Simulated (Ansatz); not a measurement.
Ideal-gas functions of Al₂F₂H₄ (`[F+]1[AlH2-][F+][AlH2-]1`) at 600 K and 1 bar, from an Ansatz frequency run at PBE0-D4/def2-TZVP.

Molar mass 95.99 g/mol, point group D2h (symmetry number 4), electronic degeneracy 1, moments of inertia 60.895, 131.118, 175.92 u Å². Harmonic wavenumbers (cm⁻¹, unscaled): 119, 361, 394, 410, 442, 471, 490, 548, 573, 578, 666, 724, 743, 779, 1973, 1981, 1987, 1992.

Use S(trans) = R[1.5 ln M + 2.5 ln T − 1.1517]; rotational temperatures θ = 24.2544 K / I; S(rot) = R[ln(√π/σ · √(T³/θAθBθC)) + 1.5]; for each mode x = 1.438777 ν̃/T, S = R[x/(eˣ − 1) − ln(1 − e⁻ˣ)] and H = RT x/(eˣ − 1); 1 cm⁻¹ = 0.0119627 kJ/mol; R = 8.31446 J/(mol·K).

Q: By hand: the entropy, in J/(mol·K).

A: Translation 180.3. Rotation: θ = 0.3983, 0.185, 0.1379 K, giving 104.6. Vibration, mode by mode: 18.77, 9.77, 9.09, 8.78, 8.21, 7.73, 7.44, 6.62, 6.30, 6.24, 5.25, 4.70, 4.53, 4.23, 0.42, 0.42, 0.41, 0.41, in all 109.3. Electronic 0.0. Sum 394.2 J/(mol·K).

Q: By hand: H − E and G − E in kJ/mol, counted from the electronic energy.

A: Zero-point energy ½ × 15231 × 0.0119627 = 91.1; thermal vibration 36.7; translation, rotation and pV give 4 RT = 20.0. H − E = 147.8 kJ/mol, and G − E = 147.8 − 600 × 394.2/1000 = -88.7 kJ/mol.

Vibration gives 28 % of the entropy, 18.8 J/(mol·K) of it from the mode under 150 cm⁻¹: soft modes count most, and the harmonic formula is weakest for them.
